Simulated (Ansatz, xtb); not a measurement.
**C4H5ClF2O2: which of two isomers lies lower**

Structure I is `C=C(Cl)OC(F)(F)OC`, a singlet and structure II is `C=C(Cl)OC(F)(F)CO`, a singlet. Both are isolated molecules in the gas phase, relaxed with B3LYP/def2-SVP; each stands in its lowest conformer found.

Estimate E(II) − E(I) at the level CCSD(T)/def2-SVP + ΔMP2/def2-TZVPP.

Calculated at CCSD(T)/def2-SVP + ΔMP2/def2-TZVPP: E(II) − E(I) = +0.049 eV, so structure I lies lower.

How the difference moves with the method:

```tsv
level	geometry	E(II) − E(I) (eV)	departure from the last row (eV)	job, with rough time for the two
B3LYP/def2-SVP	B3LYP/def2-SVP	+0.195	+0.146	optimisation, 2.1 min
HF/def2-SVP	B3LYP/def2-SVP	+0.262	+0.213	part of the CCSD(T) run
MP2/def2-SVP	B3LYP/def2-SVP	+0.166	+0.117	part of the CCSD(T) run
CCSD(T)/def2-SVP	B3LYP/def2-SVP	+0.174	+0.124	single point
CCSD(T)/def2-SVP + ΔMP2/def2-TZVPP	B3LYP/def2-SVP	+0.049		single point, 2.8 min
```

As drawn, II has 1 C–C, 1 O–H in place of 1 C–O, 1 C–H.

None of the levels shown reverses the order. The largest departure from CCSD(T)/def2-SVP + ΔMP2/def2-TZVPP is that of HF/def2-SVP, 0.213 eV. Levels run at GFN2-xTB geometries aren't shown. The last row adds to CCSD(T) the change of the MP2 difference between the two basis sets, here −0.124 eV.

With thermal terms from frequencies at re-optimised GFN2-xTB minima (ideal gas, soft modes damped towards free rotors, one conformer each, 298.15 K, 1 atm): on the last row, ΔE + ΔZPE = +0.047, ΔH = +0.046, ΔG = +0.062 eV.

The correlated steps freeze 13 core orbitals. Programs: Ansatz 0.2.0, xtb 6.7.1; the last row on 4 threads of Arm Neoverse V1 on a shared host.
